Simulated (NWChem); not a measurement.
Species: MgSiH$_{3}$F; SMILES [F][Mg][SiH3]

```xyz
6

Mg    -0.0130     0.8557    -0.0002
F      0.1350     2.5942     0.0002
Si    -0.2305    -1.7007    -0.0007
H      0.4039    -2.3283    -1.1992
H     -1.6543    -2.1538     0.0051
H      0.4141    -2.3297     1.1916
```
Atoms are numbered in this order, from 1.

All runs use the structure optimised with B3LYP/6-31G* (spherical d).

Question: Give the principal values of the shielding tensors (ppm) of Mg1, F2, Si3 from LDA (Slater exchange, VWN5)/pcSseg-1, GIAO (NWChem), with their diamagnetic and paramagnetic parts as GIAO splits them.

Answer: 
```
atom    σ11    σ22    σ33  isotropic  diamagnetic  paramagnetic
----  -----  -----  -----  ---------  -----------  ------------
Mg1   366.2  366.2  708.8      480.4        710.4        -230.0
F2    255.3  255.3  483.8      331.5        473.1        -141.6
Si3   470.6  494.4  494.4      486.5        882.6        -396.1
```
